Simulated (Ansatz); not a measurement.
Si₃Ge₃, relaxed as a singlet with RKS PBE0-D4/def2-SVP in Ansatz, starting from the GFN1-xTB geometry. Force threshold 0.02 eV/Å.

The restricted singlet is unstable towards broken spin symmetry in Hartree–Fock (as tested in another run); at PBE0-D4/def2-SVP this wasn't settled. Another isomer (singlet) lies 1.69 eV lower at PBE0-D4/def2-TZVP; other spin states weren't run for this one.

Start:

Cartesian coordinates in Å:
```
Si 0.240 -0.011 0.711
Si 0.020 1.989 -0.753
Si -0.422 -0.029 -1.819
Ge 0.019 -2.262 1.310
Ge 1.574 1.895 0.958
Ge -1.432 -1.582 -0.406
```

| step | energy (eV) | largest force component (eV/Å) | SCF passes |
| --- | --- | --- | --- |
| 1 | -193127.1901 | 0.785 | 20 |
| 2 | -193127.3223 | 0.258 | 24 |
| 3 | -193127.3399 | 0.092 | 24 |
| 4 | -193127.3428 | 0.068 | 24 |
| 5 | -193127.3446 | 0.013 | 23 |

Force components are those of the run's own axes.

End:

```csv
atom,x (Å),y (Å),z (Å)
Si1,0.1636,0.0037,0.7164
Si2,-0.1215,1.9854,-0.6809
Si3,-0.2456,-0.0335,-1.8294
Ge4,0.0496,-2.2817,1.3217
Ge5,1.6485,1.8598,0.8714
Ge6,-1.4946,-1.5336,-0.3993
```

By distances, no bond broke or formed. The bond that changes most is Si3–Ge6, from 2.33 to 2.42 Å (atoms count from 1).

No frequencies were taken in this run, so the end may be a saddle point.

It took 20 s on 4 threads of Arm Neoverse V2 on a shared host.
